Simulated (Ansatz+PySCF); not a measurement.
## singlet ZrF4: levels of theory in one basis

```csv
atom,x (Å),y (Å),z (Å)
Zr,-0.0028,-0.0096,-0.0007
F,1.0928,1.1005,1.1018
F,1.0888,-1.1024,-1.0957
F,-1.1021,1.0885,-1.0920
F,-1.0921,-1.0994,1.0859
```

Basis set: def2-SVP (spherical functions, with the set's core potentials past Kr). Frozen core: 4 orbitals. Charge 0, multiplicity 1.

Computed with Ansatz (development build ahead of 0.2.0); each method stands on the lowest determinant of its kind that the runs found.

| method | E − E(RHF) (eV) | <S²> of the determinant |
| --- | --- | --- |
| RHF | 0.00 | 0.00 |
| RHF-MP2 | -27.06 | – |
| RHF-CCSD | -26.95 | – |

Problem. What does RHF-CCSD(T) give on the same scale?

Solution. -27.58 eV.

Problem. Is a single determinant a sound starting point here?

Solution. By this sign, yes. Unrestricted orbitals gain 0.00 eV and <S²> is 0.00 against 0.00 for a pure state.

Caution: other spin multiplicities were not run.
